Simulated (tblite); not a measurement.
Task: Give a GFN2-xTB geometry of `CC(=O)c1cc[c]cn1` [radical]. (Doublet state.)

Result: 
```
atom  x, y, z in Å
C1    -2.202    1.041   -0.154
C2    -1.462   -0.066    0.537
O3    -1.969   -0.816    1.336
C4    -0.018   -0.185    0.162
C5     0.770   -1.179    0.738
C6     2.106   -1.237    0.347
C7     2.550   -0.323   -0.568
C8     1.723    0.635   -1.102
N9     0.458    0.679   -0.721
H10   -2.148    0.892   -1.230
H11   -1.719    1.990    0.069
H12   -3.238    1.060    0.172
H13    0.345   -1.865    1.455
H14    2.762   -1.988    0.763
H15    2.038    1.371   -1.826
```

Any rigid rotation of these coordinates is as good. Atoms count from 1 in this order. C4 (carbon bonded to 2 C and N) is planar (angles 122.5°, 120.0° and 117.5°, sum 360.0°, 0.00 Å off the plane of its three neighbours). C8 (carbon bonded to C, N and H) is planar (angles 124.1°, 119.2° and 116.7°, sum 360.0°, 0.00 Å off the plane of its three neighbours). N9 (nitrogen bonded to 2 C) is bent (angle 120.9°). The 6-membered ring C4–C5–C6–C7–C8–N9 has internal angles of 117.2° to 122.5°; it is planar, 0.00 Å rms from its mean plane, widest ring torsion 0°.

Bonds between heavy atoms (Å): C1–C2 1.500, C2=O3 1.208, C2–C4 1.497, C4–C5 1.393, C5–C6 1.393, C6–C7 1.368, C7–C8 1.373, C8–N9 1.321, C4–N9 1.325.

Computed geometry: GFN2-xTB, gas phase. This method treats the open shell by occupation alone, without spin polarisation.

Point group: Cs (every atom within 0.08 Å of its image). Its GFN2-xTB frequencies are all real (lowest 36 cm⁻¹). Torsions: C1–C2–C4–C5 180°. 2 starts were optimised and ended at 0.00 and 0.05 kcal/mol (GFN2-xTB); the lowest of these is shown.

Time: 0.18 s wall. Hardware: an Arm Neoverse V1 with one thread, shared host. These figures are those of the optimisation.

One conformer stands for the species.
